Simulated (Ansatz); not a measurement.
Reaction (substitution at a C–I bond): `C=CI` + `[SiH3]S` → `C=CS[SiH3]` + HI

Computed with Ansatz on PBE0-D4/def2-TZVP structures; ΔE is electronic, products minus reactants. CBS: MP2 limit from def2 TZ/QZ plus the TZ coupled-cluster correction, frozen cores. DFT in def2-TZVPP. HSE06 is defined as in plane-wave codes. def2 core potentials past Kr. For I outer-core shells are correlated without core-valence functions, which leaves a few kJ/mol of doubt a bond. One conformer a species, not always the lowest.

Problem. Is it downhill or uphill in electronic energy at CCSD(T)/CBS, and by how much? (Estimate.)

Solution. The calculation gave: Nearly level: ΔE = -0.1 kcal/mol.

Problem. What do these levels give: r2SCAN0-D4, CAM-B3LYP-D4, ωB97X-V, HSE06, MP2/def2-TZVPP, MP2/CBS(def2)? (Estimate.)

Solution. Computed: r2SCAN0-D4 -1.8, CAM-B3LYP-D4 -1.7, ωB97X-V -1.3, HSE06 -1.3, MP2/def2-TZVPP -0.2, MP2/CBS(def2) 0.2 kcal/mol.

Problem. What do rigid-rotor, harmonic-oscillator terms from PBE0-D4/def2-TZVP frequencies (298.15 K, 1 bar) make of the CCSD(T)/CBS value? (An estimate is asked.)

Solution. The calculation gave: ΔZPE = -0.9 kcal/mol, ΔH = -0.5 kcal/mol, ΔS = -16 J/(mol·K), ΔG = +0.6 kcal/mol.

Largest T1 diagnostic among the species: 0.012.

Leaving LDA and LC-ωPBE aside and taking each functional with its dispersion term where it has one, the values, not all of them listed here, spread over 1.7 kcal/mol, from revPBE-D4 to B2PLYP. LDA lies −1.9 kcal/mol from PBE without D4. From BLYP to BHLYP (50 % exact exchange), in def2-TZVPP and without D4, ΔE moves by −0.7 kcal/mol.
